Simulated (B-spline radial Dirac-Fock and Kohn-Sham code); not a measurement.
Run log: K⁷⁺

ΔSCF core binding energies without Breit or QED terms, calculated with a B-spline atomic structure program. Keys: rel is the Hamiltonian (dirac, or spin-free x2c and nr, where L3 and M5 stand for the whole 2p and 3d shells), method is hf or an exchange,correlation pair (spin-unpolarised, also for the hole states), nuc the nuclear model, radius_factor scales its radius, rmax is the box in bohr, h the logarithmic mesh step, order the B-spline order, points the quadrature points per cell, c_factor scales the speed of light, and damp, ndamp, maxit and tol steer the iteration. The run stops when the commutator error falls below 10·tol·max(1, Z/10), or the numerical noise floor, and the energy has settled to about 1e-8 Ha; the virial ratio is −V/T.

Input (task.json):

```json
{"items": [{"Z": 19, "q": 7, "cfg": [[1, 0, 2], [2, 0, 2], [2, 1, 6], [3, 0, 2]], "A": 39, "rrms": 3.4349, "do": "settings", "holes": ["K", "L3", "M5"],
  "settings": [{"rel": "dirac", "method": "hf", "nuc": "fermi", "radius_factor": 0.8, "rmax": 45.0, "h": 0.3, "order": 5, "points": 10, "c_factor": 0.8, "maxit": 60, "damp": 0.5, "ndamp": 3, "tol": 1e-08}]}]}
```

Command: `python xray2_run.py task.json out`

Ground-state iterations:

```
iter   energy (Ha)        error
   1     -580.14099803  1.50e+00
   2     -586.70513817  2.94e-01
   3     -586.84903042  1.25e-01
   4     -586.87530765  5.36e-02
   5     -586.88109604  7.05e-03
   6     -586.88122458  2.16e-04
   7     -586.88122470  1.21e-05
   8     -586.88122470  5.21e-07
   9     -586.88122470  2.05e-08
```

The ground state converged in 9 iterations, with total energy -586.88122 Ha, virial ratio 1.98737 and highest orbital energy -153.25 eV. ΔSCF binding energies: K (1s) 3782.8 eV, L3 (2p3/2) 443.7 eV. Holes are computed only in closed shells, and unreliable hole states are left out.
